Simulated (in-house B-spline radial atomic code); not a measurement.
A fraction x of an electron is moved 3p → 3d in Cl³⁺, starting from [Ne] 3s2 3p2 and keeping the highest spin. Level of theory: scalar-relativistic (X2C) LDA exchange-only, spin-polarised, spherical fractional occupations, Fermi nucleus of rms radius 3.3654 fm; calculated with a radial B-spline atomic code at the basis-set limit.

```json
{"x": "0", "E(x) - E(0) (eV)": "0.0000", "3p up level (eV)": "-45.124", "3d up level (eV)": "-"}
{"x": "0.125", "E(x) - E(0) (eV)": "2.3870", "3p up level (eV)": "-45.256", "3d up level (eV)": "-26.155"}
{"x": "0.25", "E(x) - E(0) (eV)": "?", "3p up level (eV)": "?", "3d up level (eV)": "?"}
{"x": "0.375", "E(x) - E(0) (eV)": "7.1648", "3p up level (eV)": "-45.514", "3d up level (eV)": "-26.392"}
{"x": "0.5", "E(x) - E(0) (eV)": "9.5558", "3p up level (eV)": "-45.641", "3d up level (eV)": "-26.507"}
{"x": "0.625", "E(x) - E(0) (eV)": "?", "3p up level (eV)": "?", "3d up level (eV)": "?"}
{"x": "0.75", "E(x) - E(0) (eV)": "14.3423", "3p up level (eV)": "-45.890", "3d up level (eV)": "-26.732"}
{"x": "0.875", "E(x) - E(0) (eV)": "16.7379", "3p up level (eV)": "-46.012", "3d up level (eV)": "-26.841"}
{"x": "1", "E(x) - E(0) (eV)": "19.1350", "3p up level (eV)": "-46.132", "3d up level (eV)": "-26.949"}
```

(1) What belongs in the row x = 0.25?

(2) What belongs in the row x = 0.625?

(3) Check Janak's theorem between x = 0.375 and 0.5.

## Answers

(1) An energy change of 4.7752 eV; 3p up at -45.386 eV, 3d up at -26.275 eV.

(2) An energy change of 11.9483 eV; 3p up at -45.766 eV, 3d up at -26.620 eV.

(3) The slope of the energy is 19.13 eV; the orbital levels give 19.13 eV (ε of the receiving orbital less ε of the emptying one, averaged over the two points).
